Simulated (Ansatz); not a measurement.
CH$_{4}$Cl$_{2}$OSSi, singlet, at a GFN2-xTB geometry; PBE/def2-SVPD run with Ansatz (a program for electronic structure).

Input for Ansatz:
Ansatz 0.2 input:
```yaml
crystal:
  periodic: [false, false, false]
  atoms:
    - {symbol: C, position_ang: [-2.29807137, 0.08534898, 1.33351278]}
    - {symbol: O, position_ang: [-1.36474013, 0.64705292, 0.44165519]}
    - {symbol: Si, position_ang: [0.03792864, 0.08356019, -0.10538073]}
    - {symbol: S, position_ang: [1.19471658, -0.55354254, 1.59978686]}
    - {symbol: Cl, position_ang: [0.83030579, 1.65327978, -1.05436770]}
    - {symbol: Cl, position_ang: [-0.21758003, -1.47109513, -1.37376274]}
    - {symbol: H, position_ang: [-3.05523944, 0.84345378, 1.52723001]}
    - {symbol: H, position_ang: [-1.80907505, -0.19571641, 2.26713335]}
    - {symbol: H, position_ang: [-2.76272069, -0.79643320, 0.89008741]}
    - {symbol: H, position_ang: [2.27058018, -0.95012281, 0.93818882]}
basis:
  gaussian:
    orbitals: def2-SVPD
hamiltonian:
  xc: pbe
```

It wrote (shortened):

```
Functional definition: PBE
1660 factors; their error is unknown
mean field evaluation 1: about -46866.7936 eV, gradient 5.9e1 eV
mean field evaluation 2: about -46834.7104 eV, gradient 1.4e2 eV
mean field evaluation 4: about -46873.9561 eV, gradient 8.4e0 eV
mean field evaluation 8: about -46874.0965 eV, gradient 2.7e-1 eV
mean field evaluation 16: about -46874.0432 eV, gradient 6.9e-5 eV
mean field -46874.04316012 eV, -1722.5893137669 hartree, gradient 7.2e-5 eV, S^2 0.000000; 0 other end points of the search recorded, 0 dependent functions left out
reference -46874.04321777 eV, -1722.5893158853 hartree; 41, 41 occupied and 139, 139 virtual orbitals, 1660 factors
Total energy: -46874.04321777 eV, -1722.5893158853 hartree
```
